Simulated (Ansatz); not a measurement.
SiF4, relaxed as a singlet with RKS PBE-D4/def2-SVP in Ansatz, starting from the GFN2-xTB geometry. Force threshold 0.02 eV/Å.

Start:

```tsv
atom	x (Å)	y (Å)	z (Å)
Si1	-0.001	0.000	0.000
F2	0.668	1.263	-0.640
F3	0.767	-1.283	-0.463
F4	-1.495	-0.091	-0.458
F5	0.060	0.111	1.561
```

```csv
step,energy (eV),largest force component (eV/Å),SCF passes
1,-18726.1971,1.597,19
2,-18726.2765,0.851,21
3,-18726.3107,0.055,21
4,-18726.3109,0.001,17
```

Force components are those of the run's own axes.

End:

Cartesian coordinates in Å:
```
Si 0.000 0.000 0.000
F 0.683 1.294 -0.655
F 0.785 -1.315 -0.473
F -1.530 -0.093 -0.470
F 0.062 0.114 1.597
```

By distances, no bond broke or formed. The bond that changes most is Si1–F5, from 1.57 to 1.60 Å (atoms count from 1).

No frequencies were taken in this run, so the end may be a saddle point.

It took 2.5 s on 4 threads of Arm Neoverse V1 on a shared host.
